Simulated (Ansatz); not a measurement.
A run for Ansatz (an electronic-structure program): U-r2SCAN/def2-TZVPP on SnO, a point of a bond scan (R = 2.015 Å). Elements past Kr take the def2 small-core potentials; no spin–orbit coupling.

Ansatz 0.2 input:
```yaml
crystal:
  periodic: [false, false, false]
  atoms:
    - {symbol: Sn, position_ang: [-0.00000000, -0.00000000, -0.25265494]}
    - {symbol: O, position_ang: [0.00000000, 0.00000000, 1.76226817]}
basis:
  gaussian:
    orbitals: def2-TZVPP
hamiltonian:
  xc: {name: r2SCAN}
magnetization: {spin_polarized: true, initial_magnetization: 0}
```

The head of its log:

```
WARN ansatz: RAYON_NUM_THREADS=1 ignored (pool sized by the plan → 1); use --threads N
Functional definition: r2SCAN
integrals: 0.02 GiB planned
539 factors; their error is unknown
mean field: 0.22 GiB planned
mean field evaluation 1: about -7864.4611 eV, gradient 5.9e1 eV
mean field evaluation 2: about -7666.6012 eV, gradient 1.4e2 eV
```

What total energy does the run end on?

-289.5795 hartree.
